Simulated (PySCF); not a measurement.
H₃Si, SMILES [SiH3+], charge +1. Atoms are numbered in the order given.

```xyz
4

Si     0.0000     0.0000     0.0000
H      1.4830     0.0000     0.0000
H     -0.7415     1.2843     0.0000
H     -0.7415    -1.2843     0.0000
```
Charge +1, spin multiplicity 1.

Geometry optimised at PBE-D3(BJ)/def2-TZVPD.

Level of theory: PBE-D3(BJ)/def2-TZVPD run with PySCF 2.14.0.

Frequencies are harmonic and unscaled.

Modes within 1.5 cm⁻¹ of each other (mostly degenerate sets) share a row, with their intensities summed.

| mode | ν (cm⁻¹) | IR (km/mol) | moving atoms (share of kinetic energy) |
|---|---|---|---|
| 1 | 807 | 51.1 | H 90 %, Si 10 % |
| 2–3 | 904 | 100.8 | H 95 % |
| 4 | 2194 | 0.0 | H 100 % |
| 5–6 | 2278 | 1.5 | H 95 % |
